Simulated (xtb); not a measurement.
N,N-disilylpropan-2-amine (C3H13NSi2), SMILES CC(C)N([SiH3])[SiH3]. All values are semi-empirical tight-binding results from xtb (GFN2-xTB unless named), good for trends rather than for accurate numbers. Geometry: GFN2-xTB. Other conformers were not sampled.

Problem. Estimate the properties. (An estimate is asked for; the answer gives what the named calculation found.)

Solution. 
The orbital gap comes out as 4.63 eV. The dipole moment is 0.87 D and the zero-point energy is 92.2 kcal/mol. The G − E(el) at 298.15 K (modified RRHO) comes out as 70.3 kcal/mol, the static polarisability (D4 model) is 106.1 bohr³ and the solvation energy, GFN2-xTB/ALPB(water) is 0.4 kcal/mol. The solvation energy, GFN2-xTB/ALPB(octanol) is -4.0 kcal/mol.
